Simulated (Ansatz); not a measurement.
Cost and result for the atomization energy of FH5SSi2, SMILES `F[SiH2]S[SiH3]` (9 atoms, 8 bonds).

```tsv
atom	x (Å)	y (Å)	z (Å)
F1	-2.506	-0.350	1.728
Si2	-1.074	0.060	1.160
S3	-0.925	-0.791	-0.779
Si4	1.051	-0.102	-1.230
H5	-1.001	1.538	1.106
H6	-0.039	-0.487	2.067
H7	2.033	-0.632	-0.250
H8	1.112	1.381	-1.216
H9	1.349	-0.617	-2.586
```

The species carries charge 0 and has multiplicity 1. All single points use the PBE0-D4/def2-TZVP geometry. It is one conformer, not always the lowest. Program: Ansatz. All runs use 2 threads of a server CPU on a shared host. Times are those of one run each, without the atoms' runs, and a repeat can differ threefold. Electronic energies, without spin–orbit coupling; frozen cores. CCSD(T)/CBS adds CCSD(T) − MP2 in def2-TZVPP to the MP2 limit, and its time is that of the two runs behind it. T1 = 0.012. B3LYP takes the VWN-RPA correlation (the form of Gaussian; ORCA's B3LYP/G).

CCSD(T)/CBS is a level of theory with its own doubt, some kJ/mol a heavy atom from the limit and from the frozen cores, so smaller differences don't rank the functionals.

```csv
level,functions,wall time
PBE-D4/def2-TZVPP (with forces),227,2.5 s
PBE0-D4/def2-TZVPP,227,3.1 s
r2SCAN-D4/def2-TZVPP (with forces),227,4.3 s
B3LYP-D4/def2-TZVPP (with forces),227,5 s
B2PLYP/def2-TZVPP,227,5.5 s
ωB97X-V/def2-TZVPP,227,8 s
ωB97M-V/def2-TZVPP (with forces),227,11 s
MP2/def2-QZVPP,417,19 s
CCSD(T)/def2-TZVPP,227,70 s
CCSD(T)/CBS(def2),–,89 s
```

(1) What atomization energy does each give, and how far from CCSD(T)/CBS? (An estimate is asked.)

## Answers

(1) The calculation gave: 
| level | atomization (kJ/mol) | difference from CCSD(T)/CBS | per bond |
| --- | --- | --- | --- |
| PBE-D4/def2-TZVPP (with forces) | 2860.8 | -35.5 | -4.4 |
| PBE0-D4/def2-TZVPP | 2840.7 | -55.6 | -7.0 |
| r2SCAN-D4/def2-TZVPP (with forces) | 2885.7 | -10.6 | -1.3 |
| B3LYP-D4/def2-TZVPP (with forces) | 2865.9 | -30.4 | -3.8 |
| B2PLYP/def2-TZVPP | 2836.4 | -59.9 | -7.5 |
| ωB97X-V/def2-TZVPP | 2909.3 | 13.0 | 1.6 |
| ωB97M-V/def2-TZVPP (with forces) | 2893.5 | -2.8 | -0.4 |
| MP2/def2-QZVPP | 2886.3 | -10.0 | -1.3 |
| CCSD(T)/def2-TZVPP | 2807.7 | -88.6 | -11.1 |
| CCSD(T)/CBS(def2) | 2896.3 | 0.0 | 0.0 |

From PBE to PBE0 (25 % exact exchange), in def2-TZVPP and without D4, the atomization energy moves by −16.9 kJ/mol: exact exchange takes away binding that semilocal exchange gives to molecules. The D4 term adds +35.7 kJ/mol with B3LYP and +18.5 kJ/mol with PBE0; it sums over pairs of atoms, weighted by their polarisabilities, and B3LYP, whose exchange is more repulsive, gets the larger term. In def2-TZVPP, CCSD(T) changes the Hartree–Fock value by +628.3 kJ/mol (the triples alone add +33.5 kJ/mol) and MP2 by +653.4 kJ/mol; breaking electron pairs costs correlation energy, which Hartree–Fock lacks.
